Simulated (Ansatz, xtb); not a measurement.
Two isomers of C2HOSe

We compare X, `O=C=C[Se]`, a doublet, with Y, `O=C=[C][SeH]`, a doublet. Both are isolated molecules in the gas phase, relaxed with BLYP-D3(BJ)/def2-SVP; each stands in its lowest conformer found.

X (Å):

```json
{"atom": "C", "x (Å)": "-1.2405", "y (Å)": "2.3707", "z (Å)": "0.9292"}
{"atom": "C", "x (Å)": "0.0978", "y (Å)": "2.2582", "z (Å)": "0.8082"}
{"atom": "O", "x (Å)": "-2.4067", "y (Å)": "2.4764", "z (Å)": "0.9848"}
{"atom": "Se", "x (Å)": "0.6814", "y (Å)": "2.4760", "z (Å)": "-0.9628"}
{"atom": "H", "x (Å)": "0.7420", "y (Å)": "2.0597", "z (Å)": "1.6796"}
```

Y (Å):

```yaml
atoms:
  - { symbol: C, position_ang: [-1.7242, 1.9792, 0.7796] }
  - { symbol: C, position_ang: [-0.5539, 2.4636, 0.4502] }
  - { symbol: O, position_ang: [-2.8496, 1.6211, 0.9332] }
  - { symbol: Se, position_ang: [1.1103, 2.3632, 1.1761] }
  - { symbol: H, position_ang: [1.8194, 3.2035, 0.1496] }
```

Quicker runs give these differences E(Y) − E(X): GFN2-xTB +22.5 kcal/mol; HF/STO-3G +27.1 kcal/mol (at GFN2-xTB geometries); r2SCAN-D4/def2-SVP +23.5 kcal/mol (at GFN2-xTB geometries).

Problem. Estimate E(Y) − E(X) at the level CCSD(T)/def2-SVP + ΔMP2/def2-TZVPP.

Solution. Calculated at CCSD(T)/def2-SVP + ΔMP2/def2-TZVPP: E(Y) − E(X) = +25.7 kcal/mol, so structure X lies lower.

The same difference at several levels:

```csv
level,geometry,E(Y) − E(X) (kcal/mol),departure from the last row (kcal/mol),"job, with rough time for the two"
GFN2-xTB,GFN2-xTB,+22.5,−3.2,"optimisation, 0.11 s"
HF/STO-3G,GFN2-xTB,+27.1,+1.4,"single point, 2.3 s"
r2SCAN-D4/def2-SVP,GFN2-xTB,+23.5,−2.2,"single point, 9.3 s"
BLYP-D3(BJ)/def2-SVP,BLYP-D3(BJ)/def2-SVP,+23.6,−2.1,"optimisation, 60 s"
HF/def2-SVP,BLYP-D3(BJ)/def2-SVP,+32.5,+6.8,part of the CCSD(T) run
MP2/def2-SVP,BLYP-D3(BJ)/def2-SVP,+31.3,+5.6,part of the CCSD(T) run
CCSD(T)/def2-SVP,BLYP-D3(BJ)/def2-SVP,+28.0,+2.3,single point
CCSD(T)/def2-SVP + ΔMP2/def2-TZVPP,BLYP-D3(BJ)/def2-SVP,+25.7,,"single point, 87 s"
```

As drawn, Y has 1 Se–H in place of 1 C–H.

The levels shown agree on the order. The largest departure from CCSD(T)/def2-SVP + ΔMP2/def2-TZVPP is that of HF/def2-SVP, 6.8 kcal/mol. The last row adds to CCSD(T) the change of the MP2 difference between the two basis sets, here −2.3 kcal/mol.

With harmonic frequencies from BLYP-D3(BJ)/def2-SVP (ideal gas, rigid rotor, one conformer each, 298.15 K, 1 atm): the zero-point term adds −2.0 kcal/mol; ΔH is +23.9 and ΔG +23.6 kcal/mol.

Open shells are spin-unrestricted, with notable spin contamination under HF/STO-3G. The correlated steps freeze 12 core orbitals; the filled d shell of Se is correlated, in a basis made for valence electrons. Run with Ansatz 0.2.0, xtb 6.7.1; the last row on 1 thread of Arm Neoverse V1 on a shared host.
